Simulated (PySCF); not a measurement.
GaH₃S₂, SMILES [SH][GaH][SH].

Coordinates come from a PBE-D3(BJ)/def2-SVP optimisation. Other conformers were not sampled.

These are PySCF with PBE-D3(BJ)/def2-SVP values and carry that method's errors.

Frequencies are harmonic and unscaled.

Problem. List the normal modes with their intensities. (Estimate from the structure and the level; the computed values follow.)

Solution. 
| mode | ν (cm⁻¹) | IR (km/mol) | Raman (Å⁴/amu) | depolarisation | moving atoms (share of kinetic energy) |
|---|---|---|---|---|---|
| 1 | 110 | 1.6 | 2.0 | 0.75 | S 69 %, Ga 26 % |
| 2 | 219 | 0.0 | 4.2 | 0.75 | H 94 % |
| 3 | 266 | 13.8 | 2.7 | 0.75 | H 95 % |
| 4 | 374 | 7.1 | 24.0 | 0.14 | S 75 %, Ga 20 % |
| 5 | 416 | 64.5 | 4.3 | 0.75 | S 59 %, Ga 40 % |
| 6 | 440 | 39.7 | 1.1 | 0.75 | H 94 % |
| 7 | 540 | 97.1 | 6.1 | 0.75 | H 100 % |
| 8 | 673 | 19.4 | 4.9 | 0.75 | H 94 % |
| 9 | 700 | 2.4 | 14.4 | 0.74 | H 93 % |
| 10 | 1937 | 129.3 | 190.7 | 0.21 | H 99 % |
| 11 | 2619 | 0.9 | 88.5 | 0.74 | H 97 % |
| 12 | 2619 | 0.6 | 195.4 | 0.16 | H 97 % |
